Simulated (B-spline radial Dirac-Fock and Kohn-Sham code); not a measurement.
## Satellites and hypersatellites of the K lines of Pr³⁺

System: praseodymium as Pr³⁺, [Xe] 4f2, inside a Watson sphere of charge -3 and radius 2.7 Å (a model of the Madelung potential; inside it an electron's potential energy is raised by 16.0 eV).

Level of theory: ΔSCF Dirac-Fock with Breit, self-energy and vacuum polarisation, finite nucleus, configuration average; an atomic code on a B-spline grid. Each two-hole energy is an average over J within one jj subconfiguration, not an observable level; in light atoms, where LS coupling holds, the j-resolved values are not observed lines, and for a K spectator the Kα1 hypersatellite is nearly forbidden. Correlation and solid-state effects are left out.

Lines without a spectator: Kα2 (K-L2) 35546.7 eV, Kα1 (K-L3) 36023.0 eV, Kβ3 (K-M2) 40646.8 eV, Kβ1 (K-M3) 40742.9 eV. Shifts in eV with one spectator hole (a dash: not computed, or left out as unreliable):

```
spectator hole    Kα2     Kα1     Kβ3     Kβ1
    L2 (2p1/2)  +83.0  +107.1       –  +218.9
    L3 (2p3/2)  +74.4   +76.8  +183.7       –
    M2 (3p1/2)      –  +14.13   +30.5   +36.5
    M3 (3p3/2)  +9.34       –  +29.23  +28.92
    M4 (3d3/2)  +2.34   -0.85       –       –
    M5 (3d5/2)  -1.72   +0.93       –       –
```

Question: Where does the K-L3 hypersatellite lie, emitted when both K electrons are missing?

Answer: +745.4 eV from the normal line, at 36768.4 eV. Removing both K electrons costs 85020.0 eV, which is 1003.9 eV more than twice the K binding energy.

With n spectator holes in 2p, averaged over the 2p shell (energies in eV):

| n | KαLⁿ | step | hypersatellite KαʰLⁿ |
| --- | --- | --- | --- |
| 0 | 35864.2 | – | 36598.7 |
| 1 | 35948.9 | +84.7 | 36685.1 |
| 2 | 36035.0 | +86.1 | 36772.8 |
| 3 | 36122.4 | +87.5 | 36861.9 |
| 4 | 36211.3 | +88.9 | 36952.4 |
| 5 | 36301.6 | +90.3 | 37044.3 |
